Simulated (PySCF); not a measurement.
CaO₂, SMILES [O]1[Ca][O]1. Geometry: PBE0-D3(BJ)/def2-TZVP.

Calculation: PBE0-D3(BJ)/def2-TZVP in PySCF 2.14.0.

Harmonic wavenumbers (cm⁻¹): 531, 648, 867. Rotational constants (GHz): 28.66, 8.578, 6.602; symmetry number 2.

### Question
Work out the zero-point energy and the ideal-gas rigid-rotor harmonic-oscillator thermochemistry at 298.15 K and 1 atm.

### Answer
ZPE = ½ Σ hcν = ½ × 2047 cm⁻¹ = 2.93 kcal/mol. H − E(el) = 5.55 kcal/mol. Entropy in cal/(mol K): translation 38.74, rotation 21.43, vibration 1.12, total 61.29. G − E(el) = -12.73 kcal/mol. Cp = 10.61 cal/(mol K).
